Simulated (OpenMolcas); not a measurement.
Os5+ (d3) among equal point charges was computed by CASSCF with the d shell active (OpenMolcas, ANO-RCC-VDZP on the metal). Its lowest spin-free states, and all those of the highest spin:

```csv
2S+1,Degeneracy,E (cm-1)
4,2,0.0
4,1,913.8
4,2,2370
4,2,6200
2,2,14860
2,2,15383
4,2,15386
2,2,15768
2,2,16061
2,2,16736
2,2,17939
2,1,18273
4,1,24933
```

**Question.** Is the site octahedral, tetrahedral or cube-like, axial, or of lower symmetry?

**Answer.** The states with 2S+1 = 4 have orbital degeneracies 2, 1, 2, 2, 2, 1. There are pairs but no triples, so the site is axial: not cubic, but with a proper or improper axis of order three or more. The run had Os5+ among 2 point charges of -1.25 e arranged as a linear pair (D∞h), 2.21 Å from the ion.

Spin-orbit coupling mixes the spin-free states strongly: the lowest level takes only 41 % from its leading state, 4Π. Without dynamic correlation the repulsion within the d shell is too large (B by tens of per cent), so at a given field states of lower spin stand too high. Point charges carry no covalency, so the field is a model and not that of real ligands. No measured value stands beside these numbers.
